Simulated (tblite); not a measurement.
C8H13Cl.
Structure used (GFN2-xTB), in Å, numbered top down from 1:
```
atom  x, y, z in Å
C1     3.0192    0.6738    1.8400
C2     2.1083   -0.0084    1.2237
C3     1.1938   -0.6790    0.5963
C4     0.6002   -0.2618   -0.7253
C5     1.0609   -1.2109   -1.8319
Cl6    0.5334   -2.8889   -1.5335
C7    -0.9289   -0.2051   -0.6448
C8    -1.4204    0.8509    0.3416
C9    -2.9423    0.8813    0.4073
H10    4.0698    0.5037    1.6641
H11    2.7713    1.4322    2.5660
H12    0.8224   -1.6108    1.0016
H13    0.9838    0.7312   -0.9880
H14    2.1492   -1.2343   -1.8956
H15    0.6393   -0.9207   -2.7949
H16   -1.3294    0.0166   -1.6375
H17   -1.3067   -1.1840   -0.3438
H18   -1.0476    1.8321    0.0374
H19   -1.0146    0.6379    1.3328
H20   -3.3291   -0.0832    0.7290
H21   -3.3618    1.1089   -0.5706
H22   -3.2811    1.6380    1.1108
```

Computed values, GFN2-xTB/tblite, gas phase, harmonic and unscaled. This tight-binding method is rough: wavenumbers can miss measured ones by several per cent, in bad cases by 10 to 20. One conformer, not necessarily the lowest.

Harmonic wavenumbers (cm⁻¹): 30.3, 70.0, 75.9, 82.6, 125.8, 175.1, 212.8, 233.8, 273.1, 314.1, 337.6, 407.3, 468.5, 558.2, 613.3, 694.1, 784.2, 843.9, 856.2, 874.5, 887.5, 948.7, 965.8, 976.1, 1032.7, 1072.3, 1097.5, 1110.5, 1130.1, 1165.5, 1185.5, 1218.0, 1225.4, 1263.9, 1269.9, 1286.0, 1315.1, 1344.1, 1367.3, 1417.0, 1434.5, 1446.1, 1488.2, 1499.7, 1504.6, 1506.8, 2097.9, 2922.5, 2959.9, 2969.3, 2973.0, 2980.4, 2985.6, 2990.9, 3029.3, 3033.9, 3040.6, 3045.8, 3070.6, 3076.6.

A = 1121, B = 1007, C = 582.5 MHz; mass 144.071 u (most abundant isotopes); point group C1, symmetry number 1.

Question: What is the zero-point energy?

Answer: ½Σν̃ = 40683 cm⁻¹ = 486.68 kJ/mol.

Question: Give the ideal-gas entropy at 200 K and 1 bar in the rigid-rotor, harmonic-oscillator model (classical rotation).

Answer: Translation 162.54, rotation 122.93, vibration 103.77: S = 389.2 J/(mol K).

Question: And Cp and H(200 K) − H(0)?

Answer: Cp = 131.60 J/(mol K), of which vibrations give 98.34 (their classical limit is 60 R = 498.9); H(200 K) − H(0) = 17.38 kJ/mol without the zero-point energy, 10.73 from vibrations.

Question: How do the functions run with temperature in this model?

Answer: 
```json
{"T (K)": "100", "S (J/(mol K))": "313.5", "Cp (J/(mol K))": "90.6", "H − H(0) (kJ/mol)": "6.23", "G − H(0) (kJ/mol)": "-25.12", "ln q(vib)": "2.66"}
{"T (K)": "300", "S (J/(mol K))": "450.8", "Cp (J/(mol K))": "175.9", "H − H(0) (kJ/mol)": "32.70", "G − H(0) (kJ/mol)": "-102.52", "ln q(vib)": "9.15"}
{"T (K)": "500", "S (J/(mol K))": "561.8", "Cp (J/(mol K))": "263.3", "H − H(0) (kJ/mol)": "76.95", "G − H(0) (kJ/mol)": "-203.97", "ln q(vib)": "15.07"}
{"T (K)": "800", "S (J/(mol K))": "706.6", "Cp (J/(mol K))": "352.0", "H − H(0) (kJ/mol)": "170.38", "G − H(0) (kJ/mol)": "-394.89", "ln q(vib)": "23.49"}
{"T (K)": "1000", "S (J/(mol K))": "789.6", "Cp (J/(mol K))": "391.3", "H − H(0) (kJ/mol)": "244.91", "G − H(0) (kJ/mol)": "-544.67", "ln q(vib)": "28.74"}
```

q(vib) and H(0) count from the zero-point level.

Question: Which modes carry the vibrational entropy at 200 K?

Answer: 30.3 cm⁻¹: 21.00; 70.0 cm⁻¹: 14.11; 75.9 cm⁻¹: 13.45; 82.6 cm⁻¹: 12.76; 125.8 cm⁻¹: 9.42; 175.1 cm⁻¹: 6.92 J/(mol K); the other 54 give 26.11 together.

Question: Blend soft modes into free rotors: weight 1/[1 + (100 cm⁻¹/ν̃)⁴] for the oscillator and the rest for a rotor with moment μB/(μ + B), μ = h/(8π²ν), B = 10⁻⁴⁴ kg m². What vibrational entropy results?

Answer: 93.82 J/(mol K) in place of 103.77, which changes −T·S at 200 K by +1.99 kJ/mol.

Hindered rotation and anharmonicity are outside this model. Other conformers, if any are populated, would add a mixing term that is left out. The structure is chiral; the term R ln 2 for an equal mix with its mirror image is left out.
